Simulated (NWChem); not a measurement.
System: SiH₃TeBr; SMILES [SiH3][Te]Br

All runs: NWChem. Structure relaxed at the PBE0/def2-SVP level. def2 effective core potentials on Te; no spin-orbit coupling.

For level B3PW91/def2-TZVP:

```yaml
highest occupied level (eV): -6.39
orbital gap (eV): 3.35
dipole (D): 1.87
```

Task: How do the values read with level N12/def2-TZVP instead?

Result: 
| Quantity | Result |
|---|---|
| highest occupied level (eV) | -5.24 |
| orbital gap (eV) | 1.81 |
| dipole (D) | 1.76 |
